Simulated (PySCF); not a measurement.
1-chlorocyclopenta-1,3-diene (C5H5Cl), SMILES ClC1=CC=CC1.

Coordinates come from a ωB97X-D3(BJ)/def2-SVP optimisation. The values are those of a single conformer.

Vertical ionisation energy (IE) and electron affinity (EA) in eV. Rows of orbital energies are one-electron estimates. Where ΔSCF, EOM or ADC give a negative EA the extra electron is unbound and the value depends on the basis.

```json
[
 {"level": "−ε(HOMO), −ε(LUMO), HF/def2-TZVP (PySCF)", "IE": "(withheld)", "EA": "(withheld)"},
 {"level": "−ε(HOMO), −ε(LUMO), PBE/def2-TZVP (PySCF)", "IE": "5.32", "EA": "1.78"}
]
```

Task: Fill in the missing entries. (Estimate from the structure and the level; the computed values follow.)

Result: 
- −ε(HOMO), −ε(LUMO), HF/def2-TZVP (PySCF), IE: 8.45
- −ε(HOMO), −ε(LUMO), HF/def2-TZVP (PySCF), EA: -2.81
